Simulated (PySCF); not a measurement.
**Distorted geometries of [TaF4]+**

[TaF4]+ (singlet). PySCF 2.14.0, RKS B3LYP, Ta def2-SVP with ECP60, F def2-SVP; non-relativistic Hamiltonian with scalar-relativistic core potentials where named; density fitting; no spin-orbit coupling. Relaxed geometry:

```xyz
5

Ta    0.0000    0.0000    0.0000
F     1.0511    1.0511    1.0511
F    -1.0511   -1.0511    1.0511
F     1.0511   -1.0511   -1.0511
F    -1.0511    1.0511   -1.0511
```

Question: Order these distorted geometries by energy above the relaxed one, lowest first.
A.
```xyz
5

Ta   -0.0634    0.2182    0.0251
F     0.6830    1.2476    1.0535
F    -0.9240   -1.2438    1.0464
F     1.2796   -1.1437   -1.0786
F    -0.9752    0.9217   -1.0464
```
B.
```xyz
5

Ta    0.0095   -0.0372    0.0255
F     1.0905    1.0876    1.1009
F    -1.0359   -1.0441    1.0328
F     1.0578   -1.0642   -1.0797
F    -1.1219    1.0580   -1.0795
```
C.
```xyz
5

Ta   -0.0884   -0.0327   -0.1710
F     1.0935    1.0905    0.8292
F    -1.0557   -1.0021    1.1607
F     0.9867   -1.0648   -0.8533
F    -0.9360    1.0091   -0.9656
```

Answer: B (0.35 eV), C (3.63 eV), A (4.91 eV).

Question: Which forces (eV/Å) act in the one that lies 4.91 eV up?

Answer: 
```
Ta    7.60 -23.73   4.17
F     5.13   7.83   7.08
F     1.21   3.33  -1.91
F    -3.27   3.96   2.68
F   -10.67   8.61 -12.03
```
Forces carry noise of the integration grid, about 0.01 to 0.03 eV/Å.
